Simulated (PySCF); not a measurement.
## Structure from 2D NMR

Compound of formula C₆H₁₁FOSi. Correlations simulated from computed shifts and the bond graph:

HSQC (one-bond C–H):
| δH | δC |
| --- | --- |
| 4.65 | 103.6 |
| 3.84 | 103.6 |
| 3.62 | 64.3 |
| 3.57 | 75.2 |
| 2.24 | 22.7 |

COSY cross peaks (H two or three bonds apart, from the bond graph; peaks can be absent where the dihedral angle is near 90°):
| δH | δH |
| --- | --- |
| 4.65 | 3.84 |
| 3.59 | 3.57 |
| 3.59 | 2.80 |
| 3.57 | 2.80 |

HMBC (two and three bonds, from the bond graph):
| δH | δC |
| --- | --- |
| 4.65 | 161.9, 90.3, 22.7 |
| 3.84 | 161.9, 90.3, 22.7 |
| 3.62 | 75.2 |
| 3.59 | 161.9, 90.3, 75.2 |
| 3.57 | 161.9, 90.3, 64.3 |
| 2.80 | 161.9, 90.3, 75.2 |
| 2.24 | 161.9, 103.6, 90.3 |

Carbons without hydrogens: δ 161.9, 90.3.

PySCF 2.14 calculation with PBE0/pcSseg-1 with gauge-including orbitals and geometry: GFN2-xTB; in vacuum, averaged over atoms made equivalent by symmetry, fast rotation or ring inversion, non-relativistic Hamiltonian, one conformer.

Chemical shifts δ = σref − σ; ¹H and ¹³C vs TMS, all at this level.

Exchangeable hydrogens are left out of these lists.

Task: Which molecule is this?

Result: `C=C(C)[C@@]1(F)[SiH2][C@@H]1OC`.

Atom-mapped SMILES (the numbers label the heavy atoms): `[CH2:1]=[C:2]([CH3:3])[C@@:4]1([F:5])[SiH2:6][C@@H:7]1[O:8][CH3:9]`. Each H is labelled by its parent atom. Ha(C1) is cis to C3; Ha(Si6) is cis to O8 on the ring; Hb(C1) is trans to C3; Hb(Si6) is trans to O8 on the ring.

1. δC 161.9 is C2, a fully substituted alkene carbon.
2. δC 103.6 is C1, a terminal =CH2 carbon (δH 4.65, 3.84).
3. δC 90.3 is C4, a three-membered-ring carbon.
4. δC 75.2 is C7, a three-membered-ring carbon (δH 3.57).
5. δC 64.3 is C9, a methyl carbon bonded to O (δH 3.62).
6. δC 22.7 is C3, an allylic methyl carbon (δH 2.24).
7. HMBC from δH 4.65 reaches the proton-free carbons C2, C4.
8. HMBC from δH 3.84 reaches the proton-free carbons C2, C4.
9. HMBC from δH 3.59 reaches the proton-free carbons C2, C4.
10. HMBC from δH 3.57 reaches the proton-free carbons C2, C4.
11. COSY links 4.65–3.84, 3.59–3.57, 3.59–2.80, 3.57–2.80.

The shifts were computed for this structure.

Shifts are as computed. Against solution values, carbons near 30 ppm lie about +3 ppm off and those near 130 ppm about +5 ppm. Of 1211 compounds with measured shifts, 218 miss one by over three times the rms of a fit or turn the order of signals round; such compounds aren't used in these exercises.
